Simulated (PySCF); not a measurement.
# Electron correlation in Tb+ (terbium, charge +1)

[Xe] 4f9 6s1, one real determinant. All numbers are calculated (PySCF 2.14, the spin-free X2C one-electron Hamiltonian (Gaussian nucleus), in x2c-TZVPPall with one added diffuse shell each of s, p, d, f type (12s8p8d5f2g, 129 functions)). Frozen: [Ar] 3d10; 36 electrons correlated.

MP2 pair energies summed by pair of shells (mhartree):

| pair | energy | share (%) |
| --- | --- | --- |
| 4d-4f | -294.99 | 21.6 |
| 4f-4f | -266.38 | 19.5 |
| 4f-5p | -191.81 | 14.1 |
| 4d-4d | -135.96 | 10.0 |
| 5p-5p | -120.64 | 8.9 |
| 4d-5p | -70.63 | 5.2 |
| 4p-4d | -44.84 | 3.3 |
| 4f-5s | -41.81 | 3.1 |
| 4p-4f | -35.71 | 2.6 |
| 5s-5p | -32.53 | 2.4 |
| 4d-5s | -25.71 | 1.9 |
| 5p-6s | -19.46 | 1.4 |
| 4s-4d | -17.24 | 1.3 |
| 4s-4f | -13.68 | 1.0 |
| 4p-4p | -11.38 | 0.8 |
| 4f-6s | -9.40 | 0.7 |
| 4p-5p | -8.73 | 0.6 |
| 5s-5s | -6.04 | 0.4 |
| 4p-5s | -4.81 | 0.4 |
| 4s-4p | -4.79 | 0.4 |
| 4d-6s | -1.95 | 0.1 |
| 4s-4s | -1.46 | 0.1 |
| 5s-6s | -1.03 | 0.1 |
| 4s-5p | -0.94 | 0.1 |
| 4s-5s | -0.80 | 0.1 |
| 4p-6s | -0.24 | 0.0 |
| 4s-6s | -0.04 | 0.0 |

Total MP2 correlation energy: -1363.0 mhartree.

Same-spin part -538.41 and opposite-spin part -824.59 mhartree; SCS-MP2 scales them by 1/3 and 6/5 to -1169.0 mhartree.

The reference is one real determinant that mixes LS terms of this configuration.

This basis was not built for core-valence correlation, so the inner-shell part is incomplete.
